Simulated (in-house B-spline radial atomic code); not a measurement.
**Ionising Zr4+ with different functionals**

Computed with an all-electron radial atomic-structure program (B-spline basis): four-component Dirac-Coulomb Hamiltonian, Fermi nucleus of rms radius 4.2694 fm, spin-restricted, spherical fractional occupations for the functionals, and exact exchange of hybrids averaged over the configuration. The ionisation energy is the difference of two self-consistent energies, [Ar] 3d10 4s2 4p6 → [Ar] 3d10 4s2 4p5, without Breit or QED terms; ε is the level of the shell that loses the electron (mean over j). The electron is taken from both j subshells in proportion to 2j + 1, so the result is a j average, not the step between ground levels.

| method | rung | ΔSCF (eV) | -ε(4p) (eV) |
| --- | --- | --- | --- |
| CAM-B3LYP | range-separated hybrid | 80.98 | 76.55 |
| wB97X | range-separated hybrid | 80.85 | 77.60 |
| LC-wPBE | range-separated hybrid | 81.06 | 78.03 |
| HSE06 | range-separated hybrid | 80.99 | 74.65 |

Question: Among the functionals, which spreads more, the ΔSCF values or the orbital energies?

Answer: The orbital energies: ΔSCF values span about 0.21 eV and the orbital energies 3.38 eV; here energy differences depend much less on the functional than eigenvalues do.

Question: How do they compare with the NIST value?

Answer: NIST lists 80.35 eV ± 0.007 (semi-empirical, ground level to ground level). Errors run from +0.50 to +0.71 eV. The correlated functionals all miss on the same side by more than they spread, so the cause is common to them (Breit-QED terms, spin polarisation, the choice among j levels, multiplet and fine-structure energies, or a listed next ion that isn't the cheapest removal here) and closeness doesn't rank the functionals.
